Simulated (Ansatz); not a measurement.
Geometry optimisation, RKS PBE0-D4/def2-SVP in Ansatz.

The input (input.yaml):

```yaml
crystal:
  periodic: [false, false, false]
  atoms:
    - { symbol: Cl, position_ang: [-2.9431, -1.3492, -0.237] }
    - { symbol: Al, position_ang: [-0.8151, -1.0045, -0.4479] }
    - { symbol: Sn, position_ang: [0.7757, -1.7185, 1.4946] }
    - { symbol: S, position_ang: [0.0996, 0.0665, -2.271] }
    - { symbol: Ge, position_ang: [-0.1243, 2.0277, -1.289] }
    - { symbol: H, position_ang: [1.95531, -2.90781, 0.88608] }
    - { symbol: H, position_ang: [-0.14825, -2.50475, 2.80351] }
    - { symbol: H, position_ang: [1.63241, -0.38237, 2.13796] }
    - { symbol: H, position_ang: [-1.6022, 2.3396, -0.8674] }
    - { symbol: H, position_ang: [0.394, 3.1368, -2.2083] }
    - { symbol: H, position_ang: [0.7224, 2.0328, 0.0407] }
basis:
  gaussian: { orbitals: def2-SVP }
hamiltonian:
  xc: pbe0
  dispersion: d4
relax:
  f_tol: 0.015
  max_steps: 40
output:
  orbitals: {}
```

Launched with:

```bash
$ ansatz run input.yaml --threads 2 --pin off --max-ram 3072MiB --backend cpu --events-out ev --progress --plain --runs-dir out
```

Question: Where does it end, and by what steps?

Answer: The run converged. The force dipped under the threshold on the way, but the program's further checks kept it going. After 36 steps the energy has fallen by 0.393 eV; H9 moved furthest, 1.63 Å.

```tsv
step	energy less start (eV)	largest force component (eV/Å)	accepted
0	0.0000	1.010	yes
2	-0.1543	0.370	yes
4	-0.2076	0.283	no
6	-0.2212	0.024	yes
8	-0.2365	0.314	yes
10	-0.2531	0.496	yes
12	-0.3031	0.345	yes
14	-0.3483	0.118	yes
16	-0.3577	0.123	yes
18	-0.3609	0.053	yes
20	-0.3629	0.014	yes
22	-0.3657	0.059	yes
24	-0.3714	0.110	yes
26	-0.3783	0.123	yes
28	-0.3863	0.069	yes
30	-0.3891	0.068	yes
32	-0.3929	0.048	yes
34	-0.3934	0.017	yes
36	-0.3935	0.009	yes
```

```xyz
11
Properties=species:S:1:pos:R:3
Cl -2.585 -2.737 -0.812
Al -1.221 -1.163 -0.492
Sn 0.506 -1.276 1.506
S -1.387 0.477 -1.916
Ge 0.210 1.849 -1.149
H 2.076 -1.670 0.941
H 0.045 -2.451 2.664
H 0.621 0.242 2.299
H -0.305 2.622 0.076
H 0.523 2.804 -2.309
H 1.463 1.039 -0.766
```

Time of the run: 4.6 min on 2 threads of Arm Neoverse V1, with other jobs on the host, peak memory 0.46 GiB.
